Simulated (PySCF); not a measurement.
# Electronic structure of Tc²⁺ (technetium, charge +2) at the UHF level

Configuration: [Kr] 4d5, high-spin 6S determinant. Computed with PySCF 2.14 in aug-cc-pVDZ-PP with ECP28MDF, with a scalar-relativistic core potential.

```
Total energy             : -79.119916 hartree
One-electron energy      : -129.0290 hartree
Hartree (Coulomb) energy : 57.9447 hartree
Exchange energy          : -8.0356 hartree
⟨S²⟩                     : 8.7506
⟨L²⟩                     : 0.000
Sum of ⟨r⟩               : 17.36 bohr
Sum of ⟨r²⟩              : 27.19 bohr²
Time after the integrals : 0.12 s of wall time on 1 thread of Neoverse-V2 (shared host)
```

```csv
shell,electrons,mean orbital energy (hartree),"rms radius, mean of both spins (bohr)"
4s α,1,-4.03073,1.14
4s β,1,-3.73083,1.14
4p α,3,-2.84797,1.27
4p β,3,-2.46309,1.27
4d α,5,-1.10321,1.73
```

Energies and moments cover only the electrons outside the core potential.
